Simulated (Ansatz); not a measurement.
Computed with Ansatz.

A structure relaxed at PBE0-D4/def2-TZVP, charge 0, multiplicity 1:

Cartesian coordinates in Å:
```
F -0.281 1.867 1.139
Al -0.328 0.425 0.366
F -1.697 -0.471 0.430
Se 1.513 -0.298 -0.778
H 0.793 -1.523 -1.156
```

Task: Give its formula and SMILES.

Result: AlF2HSe, `[F][Al]([F])[SeH]`.

Task: Point group (tolerance 0.08 Å, 0.16 Å for H)?

Result: Cs.

Task: Summarise the bond lengths by kind.

Result: 2 × Al–F 1.637 to 1.638 Å; 1 × Al–Se 2.285 Å; 1 × H–Se 1.470 Å.
